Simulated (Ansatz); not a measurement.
Frontier orbitals of CH₆AlNO₂Si (`O=CO[SiH2][NH][AlH2]`).

Z-matrix (Å, degrees):
```
Si
N 1 1.704
O 1 1.706 2 113.0
H 1 1.478 2 108.9 3 -113.5
H 1 1.480 2 113.6 3 120.8
Al 2 1.787 1 129.6 3 107.8
H 2 1.014 1 113.0 3 -70.4
C 3 1.324 1 117.6 2 61.0
H 6 1.580 2 117.4 1 0.7
H 6 1.581 2 117.7 1 -179.6
O 8 1.201 3 124.5 1 -2.3
H 8 1.100 3 111.7 1 177.8
```

The species carries charge 0 and has multiplicity 1. All single points use the PBE0-D4/def2-TZVP geometry. It is one conformer, not always the lowest. Basis def2-TZVPP, the Gaussian-basis code of Ansatz.

Orbital energies of one run (eV). Highest occupied ones, from the top: -6.63, -6.97, -7.27, -7.80, -8.32, -8.37, -9.02, -9.76, -11.15, -11.30, -11.49, -12.35, -13.20, -16.06. Empty: -1.78, -1.39, -0.37, 0.24, 0.32, 1.16.

Which functional gave them?
A. PBE0
B. ωB97M-V
C. LC-ωPBE
D. BLYP

D. HOMO energies: BLYP -6.63, PBE0 -8.20, ωB97M-V -10.54, LC-ωPBE -10.99 eV.

LC-ωPBE has ω = 0.4 bohr⁻¹.
